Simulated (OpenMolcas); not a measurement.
## Ca: from CASSCF to CASPT2

```yaml
Program: OpenMolcas
Basis: ANO-RCC-VTZP [6s5p2d1f]
Scalar_Hamiltonian: DKH2, point nucleus
Active_space: 2 electrons in 8 orbitals (4s 4p 5s 5p)
State_averaging: 2S+1 = 3 even, 3 roots; 2S+1 = 1 even, 7 roots; 2S+1 = 3 odd, 3 roots; 2S+1 = 1 odd, 3 roots
Spin-orbit_coupling: RASSI with atomic mean-field integrals over the reference wave functions, term energies averaged over their components
```

Methods on the same reference wave functions:
A. CASSCF
B. SS-CASPT2, IPEA 0.25 Eh, imaginary shift 0.1 Eh (closed shells correlated: 3s 3p)
C. MS-CASPT2, IPEA 0.25 Eh, imaginary shift 0.1 Eh (closed shells correlated: 3s 3p)
D. XMS-CASPT2, IPEA 0.25 Eh, imaginary shift 0.1 Eh (closed shells correlated: 3s 3p)

Energies in cm-1 above 4s2 1S0, the measured ground level; measured values from NIST Handbook of Basic Atomic Spectroscopic Data.

```json
{"Level": "4s2 1S0", "A": "0.0", "B": "0.0", "C": "0.0", "D": "0.0", "Measured": "0.0"}
{"Level": "4s 4p 3P* 0", "A": "14597", "B": "14930", "C": "15020", "D": "15160", "Measured": "15158"}
{"Level": "4s 4p 3P* 1", "A": "14636", "B": "14970", "C": "15060", "D": "15190", "Measured": "15210"}
{"Level": "4s 4p 3P* 2", "A": "14714", "B": "15050", "C": "15140", "D": "15270", "Measured": "15316"}
{"Level": "4s 4p 1P* 1", "A": "30520", "B": "27220", "C": "27310", "D": "27030", "Measured": "23652"}
```

Deviations, from unrounded energies. A percentage is the sum of absolute deviations over the sum of measured energies, with the sign that they share, or ± where signs differ.

```json
{"Against measurement": "mean absolute deviation (cm-1)", "Levels": "4", "A": "2200", "B": "1100", "C": "1000", "D": "860"}
{"Against measurement": "other configurations (%)", "Levels": "4", "A": "±12.4", "B": "±6.2", "C": "±5.9", "D": "±5.0"}
```

D lies closest to measurement on these levels and A furthest from it. The largest miss of D in the table is 4s 4p 1P* 1, by +3400 cm-1. The ranking rests on the paired levels alone, and a cruder setting can come out closer through cancelling errors.

Among B to D the level of the table that moves most is 4s 4p 1P* 1, by 280 cm-1 (lowest in D, highest in C). Moves below CASPT2's spread within the term are not significant.

The lowest spin-free term lies below A's lowest term by 0.230 hartree in B, 0.230 hartree in C, 0.232 hartree in D.

Over all roots computed the reference weight is 0.89 to 0.95 in B, 0.89 to 0.95 in C; the roots of lowest weight are the least certain, and an intruder state may touch them. The run also gave levels led by 4s 5s, which use shells meant for correlation; these and all levels above them are left out. Without dynamic correlation excited terms often stand tens of per cent too high (terms of higher spin than the ground term too low), and those without a measured partner can miss by more than the paired ones (holds for A). Measured partners are found by configuration, term and J. A level has none where our copy of the source lacks it or the pairing is in doubt (some pairs that miss far off the trend of their configuration count as doubtful), and it then counts in no deviation. Only configurations of the active space appear. Levels that lie high or do not pair safely by name in every column are left out.

* marks odd parity.
